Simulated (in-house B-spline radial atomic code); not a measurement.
**Cs²⁺: [Ar] (3d3/2)4 (3d5/2)5 4s2 4p6 4d10 5s2 (5p1/2)1 (5p3/2)4 7s1 (an excited or competing configuration)**

Method: Dirac-Hartree-Fock, average of the jj configuration, Fermi nucleus of rms radius 4.8041 fm. Calculated with a B-spline radial code for spherical atoms.

Effective charges: Z_r = [3n² - l(l+1)]/(2<r>) from the radius, Z_e = n√(-2ε) from the energy, and Slater's rules. Values are occupation-weighted means over j. An effective charge above Z reflects the relativistic contraction of the inner shells.

| shell | electrons | ε (eV) | <r> (bohr) | Z_r | Z_e | Slater |
| --- | --- | --- | --- | --- | --- | --- |
| 1s | 2 | -36269 | 0.0261 | 57.46 | 51.63 | 54.70 |
| 2s | 2 | -5859 | 0.1115 | 53.81 | 41.50 | 50.85 |
| 2p | 6 | -5265.9 | 0.09797 | 51.04 | 39.35 | 50.85 |
| 3s | 2 | -1308.2 | 0.2956 | 45.67 | 29.42 | 43.75 |
| 3p | 6 | -1111 | 0.2934 | 42.60 | 27.11 | 43.75 |
| 3d | 9 | -824.32 | 0.271 | 38.75 | 23.35 | 34.20 |
| 4s | 2 | -294.47 | 0.6824 | 35.17 | 18.61 | 28.10 |
| 4p | 6 | -227.45 | 0.7224 | 31.84 | 16.35 | 28.10 |
| 4d | 10 | -125.74 | 0.8024 | 26.17 | 12.16 | 16.85 |
| 5s | 2 | -61.374 | 1.642 | 22.83 | 10.62 | 10.60 |
| 5p | 5 | -42.771 | 1.868 | 19.54 | 8.87 | 10.60 |
| 7s | 1 | -8.4734 | 7.353 | 10.00 | 5.52 | 3.00 |

The least bound orbital is 7s1/2 at -8.473 eV, and it is also the most diffuse (<r> = 7.353 bohr). The part-filled 3d shell lies below the filled 5s shell in orbital energy.

For the 1s electron the small component carries 4.12 % of the norm, the zero-frequency Breit interaction raises the level by 92.34 eV, self-energy by 53.22 eV, and vacuum polarisation lowers it by 7.573 eV.
